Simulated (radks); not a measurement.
Values are calculated unless marked as measured or tabulated.
Task: All-electron atom: the gadolinium ion Gd+ in [Xe] 4f6 5d1 6s1 6p1 (not the ground configuration). Level of theory: Dirac Kohn-Sham, BLYP, spin-unpolarised, spherical densities, point nucleus; open shells are shared between the two j in proportion to 2j + 1 (a radial shooting solver on a logarithmic mesh with Libxc functionals). Some entries of the table are withheld. Estimate them.

| orbital | occ. | eigenvalue (hartree) | r(max) (bohr) |
|---|---|---|---|
| 1s1/2 | 2 | -1840.231 | 0.01391 |
| 2s1/2 | 2 | -304.2481 | 0.07917 |
| 2p1/2 | 2 | -288.9213 | 0.05981 |
| 2p3/2 | 4 | -263.3412 | 0.06563 |
| 3s1/2 | 2 | -67.99045 | 0.2245 |
| 3p1/2 | 2 | -61.35214 | 0.2117 |
| 3p3/2 | 4 | -56.10657 | 0.2240 |
| 3d3/2 | 4 | -44.64515 | 0.1780 |
| 3d5/2 | 6 | -43.50263 | 0.1815 |
| 4s1/2 | 2 | -14.21937 | (1) |
| 4p1/2 | 2 | -11.63340 | (2) |
| 4p3/2 | 4 | -10.45761 | (3) |
| 4d3/2 | 4 | -6.19500 | 0.5529 |
| 4d5/2 | 6 | -5.98130 | 0.5613 |
| 5s1/2 | 2 | -2.32089 | 1.182 |
| 5p1/2 | 2 | -1.58404 | 1.279 |
| 5p3/2 | 4 | -1.40896 | 1.350 |
| 4f5/2 | 2.57143 | -0.94364 | 0.5569 |
| 4f7/2 | 3.42857 | -0.91364 | 0.5614 |
| 5d3/2 | 0.4 | (4) | (5) |
| 5d5/2 | 0.6 | (6) | (7) |
| 6s1/2 | 1 | -0.41537 | 3.002 |
| 6p1/2 | 0.333333 | (8) | (9) |
| 6p3/2 | 0.666667 | (10) | (11) |

Result: 
(1) 4s1/2 r(max) (bohr): 0.5155
(2) 4p1/2 r(max) (bohr): 0.5197
(3) 4p3/2 r(max) (bohr): 0.5458
(4) 5d3/2 eigenvalue (hartree): -0.45696
(5) 5d3/2 r(max) (bohr): 1.762
(6) 5d5/2 eigenvalue (hartree): -0.44116
(7) 5d5/2 r(max) (bohr): 1.798
(8) 6p1/2 eigenvalue (hartree): -0.27354
(9) 6p1/2 r(max) (bohr): 3.595
(10) 6p3/2 eigenvalue (hartree): -0.25428
(11) 6p3/2 r(max) (bohr): 3.799
